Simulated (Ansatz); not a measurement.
Gas-phase electronic energies from Ansatz, PBE0-D4/def2-TZVP geometries. CBS: MP2 limit from def2 TZ/QZ plus the TZ coupled-cluster correction, frozen cores. Functionals use def2-TZVPP. B3LYP here is the variant with VWN-RPA as its local correlation; programs differ in this. One conformer a species, not always the lowest.

`[SiH3]N([SiH3])[SiH2]Cl` + `NC([SiH3])S` → `NC([SiH3])S[SiH3]` + `[SiH3]N[SiH2]Cl`  (ligand exchange at the Si–N bond)

`[SiH3]N([SiH3])[SiH2]Cl`:

```xyz
13

Si   -1.312   -1.097    0.313
N    -0.059    0.076    0.009
Si    0.238    0.601   -1.627
Si    0.966    0.613    1.275
Cl    2.308   -0.844    1.836
H    -1.396   -1.287    1.784
H    -1.005   -2.396   -0.339
H    -2.613   -0.604   -0.208
H    -0.135    2.028   -1.812
H     1.671    0.435   -1.978
H    -0.601   -0.242   -2.518
H     1.750    1.767    0.778
H     0.189    0.949    2.488
```

`NC([SiH3])S`:

Z-matrix (Å, degrees):
```
C
Si 1 1.891
S 1 1.812 2 108.7
N 1 1.449 2 110.9 3 122.4
H 1 1.102 2 108.9 3 -110.2
H 2 1.492 1 109.9 3 -173.6
H 2 1.484 1 109.5 3 66.7
H 2 1.485 1 109.0 3 -54.3
H 3 1.345 1 96.6 2 59.7
H 4 1.013 1 111.0 2 62.9
H 4 1.014 1 111.0 2 -176.3
```

`NC([SiH3])S[SiH3]`:

Cartesian coordinates in Å:
```
N -1.100 -1.819 -0.486
C -0.502 -0.597 -0.059
Si -1.480 0.896 -0.684
S 1.271 -0.401 -0.658
Si 2.147 0.622 0.984
H -0.586 -2.632 -0.169
H -1.191 -1.873 -1.492
H -0.459 -0.586 1.034
H -0.788 2.147 -0.290
H -2.859 0.892 -0.124
H -1.549 0.793 -2.165
H 1.628 2.008 1.134
H 1.860 -0.112 2.246
H 3.608 0.662 0.728
```

`[SiH3]N[SiH2]Cl`:

```xyz
10

Si   -0.712    0.632    1.255
N    -0.492    0.196   -0.408
Si    0.728   -0.800   -1.070
Cl    2.484    0.213   -1.462
H     0.157   -0.272    2.049
H    -0.334    2.046    1.523
H    -2.133    0.457    1.655
H    -1.033    0.723   -1.081
H     1.064   -1.854   -0.091
H     0.271   -1.341   -2.369
```

```csv
level,ΔE (kJ/mol)
PBE-D4,-17.8
PBE0-D4,-12.2
B3LYP-D4,-7.5
PBE0,-14.9
HF/def2-TZVPP,0.1
MP2/def2-TZVPP,-0.9
HF/def2-QZVPP,1.6
CCSD/CBS(def2),-1.2
```

(1) What does CCSD(T)/CBS give? (Best estimate.)

Largest T1 diagnostic among the species: 0.012.

Results:

(1) The calculation gave: -2.9 kJ/mol. The listed levels differ from it by -14.9, -9.3, -4.6, -12.0, 3.0, 2.0, 4.5, 1.7 kJ/mol.

From PBE to PBE0 (25 % exact exchange), in def2-TZVPP and without D4, ΔE moves by +6.1 kJ/mol. The D4 term adds +5.2 kJ/mol with B3LYP and +2.7 kJ/mol with PBE0; it sums over pairs of atoms, weighted by their polarisabilities, and B3LYP, whose exchange is more repulsive, gets the larger term.

CCSD(T)/CBS has its own doubt, a few kJ/mol and more with outer-core shells, so smaller differences from it don't rank the levels.
